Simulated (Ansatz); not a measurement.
Species: H$_{6}$N$_{2}$Si, SMILES `N[SiH2]N` (charge 0, multiplicity 1), formula H6N2Si.

Problem. How many basis functions does Ansatz (a program for electronic structure) with frozen-core CCSD(T)/cc-pVTZ // r2SCAN-D4/def2-TZVP use, how many core orbitals are frozen, and how many electrons are correlated?

Solution. 178 basis functions and 7 frozen orbitals, which leaves 20 correlated electrons. Core time is of the order of seconds.
